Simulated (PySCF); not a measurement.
Species: F2HNO4S2.
Z-matrix (Å and degrees, GFN2-xTB geometry), rows numbered from 1:
```
O 
S   1  1.3980
O   2  1.4079  1  122.77
F   2  1.6080  1  108.82  3  -123.58
N   2  1.6342  1  109.01  3   130.69
S   5  1.6437  2  111.31  1    39.55
O   6  1.4088  5  109.16  2   166.66
O   6  1.3997  5  111.24  2    29.13
F   6  1.5969  5   96.32  2   -83.26
H   5  1.0019  2  121.47  1  -169.64
```

Computed at PBE0/pcSseg-1 (PySCF, non-relativistic), with Q(17O) = −0.0256 b, Q(33S) = −0.0678 b, Q(14N) = 0.02044 b: O1, 17O (I = 5/2): χzz = -7.571 MHz, η = 0.173; S2, 33S (I = 3/2): χzz = 18.64 MHz, η = 0.701; O3, 17O (I = 5/2): χzz = -7.709 MHz, η = 0.176; N5, 14N (I = 1): χzz = -5.972 MHz, η = 0.199; S6, 33S (I = 3/2): χzz = 18.46 MHz, η = 0.592; O7, 17O (I = 5/2): χzz = -7.742 MHz, η = 0.254.

Q: Where would the pure quadrupole (NQR) lines of 17O at O1 fall for the rigid, isolated species?

A: From the eigenvalues of H = χ/[4I(2I − 1)] × [3Iz² − I(I + 1) + η(Ix² − Iy²)], steps between neighbouring levels, labelled as for η = 0: ±1/2↔±3/2 1.172 MHz, ±3/2↔±5/2 2.258 MHz (sulfonyl oxygen).

Q: Find the zero-field quadrupole resonance frequencies of 33S at S2.

A: From ν = (|χ|/2)√(1 + η²/3): ν = 10.05 MHz (sulfonyl sulfur).

Q: Find the zero-field quadrupole resonance frequencies of 17O at O3.

A: From the eigenvalues of H = χ/[4I(2I − 1)] × [3Iz² − I(I + 1) + η(Ix² − Iy²)], steps between neighbouring levels, labelled as for η = 0: ±1/2↔±3/2 1.195 MHz, ±3/2↔±5/2 2.298 MHz (sulfonyl oxygen).

Q: Where would the pure quadrupole (NQR) lines of 14N at N5 fall for the rigid, isolated species?

A: From ν± = (3/4)|χ|(1 ± η/3) and ν0 = |χ|η/2: ν+ 4.775 MHz, ν− 4.182 MHz, ν0 0.593 MHz (sulfonyl-bound nitrogen).

Q: Find the zero-field quadrupole resonance frequencies of 33S at S6.

A: From ν = (|χ|/2)√(1 + η²/3): ν = 9.754 MHz (sulfonyl sulfur).

Q: Where would the pure quadrupole (NQR) lines of 17O at O7 fall for the rigid, isolated species?

A: From the eigenvalues of H = χ/[4I(2I − 1)] × [3Iz² − I(I + 1) + η(Ix² − Iy²)], steps between neighbouring levels, labelled as for η = 0: ±1/2↔±3/2 1.240 MHz, ±3/2↔±5/2 2.294 MHz (sulfonyl oxygen).

In a crystal, neighbours and librations shift these lines. GFN2-xTB bond lengths can be off by several hundredths of an ångström, more for odd bonds, and the gradients follow them. With so small a basis the couplings can be 20 % off.

One conformer stands for the species.
